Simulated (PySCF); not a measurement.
SMILES [CH]=C(C)C (C4H7), doublet, CAM-B3LYP/def2-SVP optimised geometry.

```
11

C     -0.78    -0.99     0.00
C     -0.09     0.12     0.00
C     -0.75     1.48     0.00
C      1.43     0.12     0.00
H     -0.57    -2.06     0.00
H     -1.84     1.40     0.01
H     -0.43     2.06     0.88
H     -0.44     2.06    -0.89
H      1.84    -0.89    -0.01
H      1.81     0.66    -0.88
H      1.81     0.65     0.89
```

Density from unrestricted CAM-B3LYP/def2-TZVP in PySCF 2.14.0 at that geometry.

Minimum of the electron density along straight lines between bonded atoms, close to the bond critical point (lines longer than 1.1 times the sum of covalent radii, or with two minima, are not listed):

```tsv
bond	length / Å	ρ at the minimum / e bohr⁻³	∇²ρ there / e bohr⁻⁵	position (fraction from the first atom)
C1–C2	1.317	0.361	-1.10	0.51
C2–C3	1.508	0.256	-0.67	0.51
C2–C4	1.513	0.251	-0.64	0.51
C1–H5	1.090	0.275	-0.96	0.66
C3–H6	1.097	0.276	-0.95	0.64
C3–H7	1.102	0.271	-0.91	0.64
C3–H8	1.103	0.271	-0.91	0.64
C4–H9	1.098	0.275	-0.94	0.64
C4–H10	1.102	0.271	-0.91	0.64
C4–H11	1.102	0.271	-0.91	0.64
```
